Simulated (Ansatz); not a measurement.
Isolated molecules relaxed with PBE0-D4/def2-TZVP in Ansatz; ΔE leaves out vibrations. CCSD(T)/CBS is the MP2 limit (def2-TZVPP, def2-QZVPP) plus CCSD(T) − MP2 in def2-TZVPP, frozen cores. DFT in def2-TZVPP. B3LYP here is the variant with VWN-RPA as its local correlation; programs differ in this. def2 core potentials past Kr. For In outer-core shells are correlated without core-valence functions, which leaves a few kJ/mol of doubt a bond. Each species was taken in one conformer, which may not be the lowest.

Reaction (redistribution): `[SiH3]N[SiH2]O[SiH3]` + `[OH][InH2]` → disiloxane + `[OH][InH][NH][SiH3]`

Task: Is it downhill or uphill in electronic energy at CCSD(T)/CBS, and by how much? (Estimate.)

Result: Computed: Uphill: ΔE = +10.9 kcal/mol.

Task: What do these levels give: PBE-D4, r2SCAN-D4, B3LYP-D4, B2PLYP, PBE, HF/def2-TZVPP, MP2/def2-TZVPP, CCSD/def2-TZVPP, MP2/def2-QZVPP, SCS-MP2/def2-QZVPP, MP2/CBS(def2), CCSD/CBS(def2)? (Best estimate.)

Result: Ansatz gave: PBE-D4 13.1, r2SCAN-D4 13.4, B3LYP-D4 13.7, B2PLYP 11.4, PBE 12.0, HF/def2-TZVPP 12.4, MP2/def2-TZVPP 10.8, CCSD/def2-TZVPP 11.8, MP2/def2-QZVPP 10.4, SCS-MP2/def2-QZVPP 10.2, MP2/CBS(def2) 10.1, CCSD/CBS(def2) 11.1 kcal/mol.

Largest T1 diagnostic among the species: 0.017.

The D4 term adds +1.8 kcal/mol with B3LYP and +1.1 kcal/mol with PBE0; it sums over pairs of atoms, weighted by their polarisabilities, and B3LYP, whose exchange is more repulsive, gets the larger term. In def2-TZVPP, CCSD(T) changes the Hartree–Fock value by −0.9 kcal/mol (the triples alone add −0.3 kcal/mol) and MP2 by −1.6 kcal/mol. From PBE to PBE0 (25 % exact exchange), in def2-TZVPP and without D4, ΔE moves by +0.8 kcal/mol.
